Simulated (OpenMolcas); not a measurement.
A calculation on Ce3+.

```json
{
 "Program": "OpenMolcas",
 "Method": "RASSCF",
 "Basis": "ANO-RCC-VTZP [8s7p5d3f2g1h]",
 "Scalar Hamiltonian": "DKH2, point nucleus",
 "Active space": "1 electron in 12 orbitals (RAS2 4f; RAS3 5d, at most 1 electron)",
 "State averaging": "2S+1 = 2 odd, 7 roots; 2S+1 = 2 even, 5 roots",
 "Spin-orbit coupling": "RASSI with atomic mean-field integrals over the reference wave functions, term energies averaged over their components"
}
```

Task: Which level of the active space comes out lowest?

Result: 4f 2F* 5/2, with 100 % of that term; it is also the measured ground level.

Task: How high does 5d 2D 5/2 lie?

Result: 46835 cm-1 above the lowest level; measured 52226 cm-1 above the ground level, so the calculation is off by -10 %.

Task: How high does 5d 2D 3/2 lie?

Result: 44493 cm-1 above the lowest level; measured 49737 cm-1 above the ground level, so the calculation is off by -11 %.

Task: How high does 4f 2F* 7/2 lie?

Result: 2416 cm-1 above the lowest level; measured 2253 cm-1 above the ground level, so the calculation is off by +7 %.

Measured values: Martin, Zalubas and Hagan, Atomic Energy Levels: The Rare-Earth Elements, NSRDS-NBS 60 (1978).

With one active electron the reference holds no correlation, so core polarisation is missing. Computed and measured levels are paired by configuration, term and J; levels that our copy of the source lacks, or whose pairing is in doubt (as where it misses far off the trend of its configuration), stay unpaired and out of the deviations. Only configurations of the active space appear.

* marks odd parity.
